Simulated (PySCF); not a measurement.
C₃H₂N, charge -1, singlet, geometry from GFN2-xTB; CAMB3LYP/6-31G run with PySCF.

Input for PySCF:
```python
from pyscf import gto, scf, dft

mol = gto.M(
    atom='''
C    -0.290852   -1.689251    0.014047
C     0.497676   -0.580774   -0.001681
C    -0.037508    0.700888   -0.004105
H     0.371583   -2.617763    0.012811
H     1.619467   -0.533334   -0.014205
N    -0.429564    1.795131   -0.006882
''',
    basis='6-31g',
    charge=-1,
    spin=0,
    verbose=4,
)

mf = dft.RKS(mol)
mf.xc = 'camb3lyp'
mf.grids.level = 2
mf.kernel()
```

The log (banner, timings and long lists left out):

```
PySCF version 2.14.0

[INPUT] verbose = 4
[INPUT] num. atoms = 6
[INPUT] num. electrons = 28
[INPUT] charge = -1
[INPUT] spin (= nelec alpha-beta = 2S) = 0
[INPUT] symmetry False subgroup None
[INPUT] Mole.unit = angstrom
[INPUT] Symbol           X                Y                Z      unit          X                Y                Z       unit  Magmom
[INPUT]  1 C     -0.290852000000  -1.689251000000   0.014047000000 AA   -0.549630622782  -3.192221745648   0.026544982872 Bohr   0.0
[INPUT]  2 C      0.497676000000  -0.580774000000  -0.001681000000 AA    0.940471338769  -1.097503800268  -0.003176629615 Bohr   0.0
[INPUT]  3 C     -0.037508000000   0.700888000000  -0.004105000000 AA   -0.070879847480   1.324486363994  -0.007757325741 Bohr   0.0
[INPUT]  4 H      0.371583000000  -2.617763000000   0.012811000000 AA    0.702190102544  -4.946855129020   0.024209281382 Bohr   0.0
[INPUT]  5 H      1.619467000000  -0.533334000000  -0.014205000000 AA    3.060349097771  -1.007855192919  -0.026843559599 Bohr   0.0
[INPUT]  6 N     -0.429564000000   1.795131000000  -0.006882000000 AA   -0.811758312973   3.392305947717  -0.013005095189 Bohr   0.0

nuclear repulsion = 83.1669717674506
number of shells = 24
number of NR pGTOs = 96
number of NR cGTOs = 40
basis = 6-31g
ecp = {}

******** <class 'pyscf.dft.rks.RKS'> ********
method = RKS
initial guess = minao
damping factor = 0
level_shift factor = 0
DIIS = <class 'pyscf.scf.diis.CDIIS'>
diis_start_cycle = 1
diis_space = 8
diis_damp = 0
SCF conv_tol = 1e-09
SCF conv_tol_grad = None
SCF max_cycles = 50
direct_scf = True
direct_scf_tol = 1e-13
XC library pyscf.dft.libxc version 7.1.2
    S. Lehtola, C. Steigemann, M. J. T. Oliveira, and M. A. L. Marques,  SoftwareX 7, 1–5 (2018)
XC functionals = camb3lyp
    T. Yanai, D. P. Tew, and N. C. Handy,  Chem. Phys. Lett. 393, 51 (2004)
radial grids:
    Treutler-Ahlrichs [JCP 102, 346 (1995); DOI:10.1063/1.469408] (M4) radial grids

becke partition: Becke, JCP 88, 2547 (1988); DOI:10.1063/1.454033
pruning grids: <function nwchem_prune>
grids dens level: 2
symmetrized grids: False
atomic radii adjust function: <function treutler_atomic_radii_adjust>
small_rho_cutoff = 0
Set gradient conv threshold to 3.16228e-05
Initial guess from minao.
tot grids = 55360
init E= -170.456124381723
  HOMO = -0.228594598362587  LUMO = -0.0709222725601752  gap/eV = 4.29048
cycle= 1 E= -169.953922599866  delta_E= 0.502  |g|= 0.512  |ddm|= 2.83
  HOMO = 0.0652988907264864  LUMO = 0.302426064716528  gap/eV = 6.45256
cycle= 2 E= -169.912262966462  delta_E= 0.0417  |g|= 0.72  |ddm|= 1.83
  HOMO = 0.00976140271860149  LUMO = 0.269228868281016  gap/eV = 7.06047
cycle= 3 E= -170.024348620971  delta_E= -0.112  |g|= 0.127  |ddm|= 0.871
  HOMO = -0.0204866622734368  LUMO = 0.251009093947742  gap/eV = 7.38778
cycle= 4 E= -170.028276391968  delta_E= -0.00393  |g|= 0.0365  |ddm|= 0.191
  HOMO = -0.0158873784959399  LUMO = 0.252059249814475  gap/eV = 7.29120
cycle= 5 E= -170.028589964554  delta_E= -0.000314  |g|= 0.0147  |ddm|= 0.0493
  HOMO = -0.0172462045843318  LUMO = 0.252711819909643  gap/eV = 7.34593
cycle= 6 E= -170.02864898214  delta_E= -5.9e-05  |g|= 0.00208  |ddm|= 0.0288
  HOMO = -0.0173291712427774  LUMO = 0.252811810539468  gap/eV = 7.35091
cycle= 7 E= -170.02865106606  delta_E= -2.08e-06  |g|= 0.000987  |ddm|= 0.00683
  HOMO = -0.017422678655836  LUMO = 0.252734851570006  gap/eV = 7.35136
cycle= 8 E= -170.028651514475  delta_E= -4.48e-07  |g|= 0.000168  |ddm|= 0.004
  HOMO = -0.0174529344281968  LUMO = 0.252745707083768  gap/eV = 7.35248
cycle= 9 E= -170.028651536077  delta_E= -2.16e-08  |g|= 2.09e-05  |ddm|= 0.00102
  HOMO = -0.0174542403329538  LUMO = 0.252743718707153  gap/eV = 7.35246
cycle= 10 E= -170.028651536589  delta_E= -5.12e-10  |g|= 3.86e-06  |ddm|= 7.85e-05
  HOMO = -0.0174549729332196  LUMO = 0.252743297280779  gap/eV = 7.35247
Extra cycle  E= -170.028651536605  delta_E= -1.63e-11  |g|= 1.72e-06  |ddm|= 1.04e-05
converged SCF energy = -170.028651536605
```
